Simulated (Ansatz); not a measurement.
Relaxation of Cl₂FHSi (5 atoms, charge 0, multiplicity 1), to a largest force component of 0.03 eV/Å in at most 50 steps.

The calculation used Ansatz 0.2.0, RKS PBE-D4/def2-SVP.

```xyz
5
Properties=species:S:1:pos:R:3:forces:R:3
Si 0.239 -0.033 0.036 0.38 0.01 1.15
Cl 0.798 -0.033 2.049 -0.67 -0.02 -0.10
H 1.622 0.008 -0.424 0.26 0.01 -1.04
F -0.622 1.290 -0.334 0.01 -0.01 0.00
Cl -0.862 -1.673 -0.496 0.01 0.00 -0.01
```

**Question.** Where does it end, and by what steps?

**Answer.** It converged. After 3 steps the energy has fallen by 0.209 eV; H3 moved furthest, 0.23 Å.

```
step  energy less start (eV)  largest force component (eV/Å)  accepted
   0                  0.0000                           1.150       yes
   1                 -0.1887                           0.433       yes
   2                 -0.2077                           0.131       yes
   3                 -0.2090                           0.027       yes
```

```xyz
5
Properties=species:S:1:pos:R:3
Si 0.303 -0.029 0.091
Cl 0.635 -0.037 2.116
H 1.593 0.000 -0.650
F -0.557 1.299 -0.276
Cl -0.799 -1.675 -0.450
```

Whether the end is a true minimum wasn't checked by a vibrational analysis.

Run time: 10 s on 1 thread of Arm Neoverse V2, on a shared host, peak memory 0.14 GiB.
